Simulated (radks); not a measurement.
All-electron atom: Dy3+ in [Xe] 4f9 (the NIST ground configuration). Method: non-relativistic Kohn-Sham, TPSS, spin-polarised, spherical densities, point nucleus; open shells are filled with parallel spins first (spin-orbit coupling, left out, can overturn this in heavy ions); meta-GGA in the generalised Kohn-Sham scheme; relativity is left out, which matters for an element this heavy; computed with a radial shooting solver on a logarithmic mesh with Libxc functionals.

Unscreened Slater integrals over Kohn-Sham orbitals (eV). They are taken over the spin-up orbitals. Empty in this configuration: 5d.

integral    value
F0(4f,4f)  32.970
F2(4f,4f)  15.678
F4(4f,4f)  9.8378
F6(4f,4f)  7.0779
F0(4f,5p)  19.715
F2(4f,5p)  6.4546
G2(4f,5p)  3.0661
G4(4f,5p)  2.4237
F0(4f,5s)  21.400
G3(4f,5s)  3.3532
F0(4f,5d)  15.201
F2(4f,5d)  3.7863
F4(4f,5d)  1.8406
G1(4f,5d)  1.6740
G3(4f,5d)  1.3956
G5(4f,5d)  1.0725
F0(5p,5p)  16.257
F2(5p,5p)  8.8135
F0(5p,5s)  17.054
G1(5p,5s)  11.751
F0(5p,5d)  13.552
F2(5p,5d)  6.7530
G1(5p,5d)  8.1185
G3(5p,5d)  5.0262
F0(5s,5s)  18.010
F0(5s,5d)  13.964
G2(5s,5d)  5.6423
F0(5d,5d)  11.934
F2(5d,5d)  6.2825
F4(5d,5d)  4.1692

Derived for the open shells (J is the average intra-shell exchange parameter used in DFT+U). 4f: F4/F2 = 0.627, F6/F2 = 0.451, J = (286 F2 + 195 F4 + 250 F6)/6435 = 1.270 eV.
